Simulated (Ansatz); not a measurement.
Molecule: sum formula H₂Si₂OCl₄, net charge 0, singlet state. SMILES: [SiH](O[SiH](Cl)Cl)(Cl)Cl
Coordinates optimised at B3LYP-D3(BJ)/def2-TZVP (Ansatz, an electronic-structure program):
```
O
Si 1 1.6248
Si 1 1.6248 2 145.80
H 3 1.4615 1 108.98 2 -158.43
H 2 1.4615 1 108.98 3 -158.43
Cl 2 2.0423 5 109.58 1 119.64
Cl 3 2.0423 4 109.58 1 119.64
Cl 2 2.0434 5 109.86 1 -120.20
Cl 3 2.0434 4 109.86 1 -120.20
```
Charge 0, spin multiplicity 1.

Parts of the frozen-core correlation energy in cc-pV(D+d)Z (Ansatz, hartree). Frozen orbitals: 31; correlated occupied orbitals by spin: 22 and 22; virtual: 109 and 109. Spin-orbit coupling is left out. Non-relativistic.

```tsv
term	value
reference (HF)	-2492.24697
MP2 opposite-spin	-0.66489
MP2 same-spin	-0.24320
CCSD correlation	-0.97511
(T)	-0.02425
T1 diagnostic	0.010
largest doubles amplitude	0.013
```
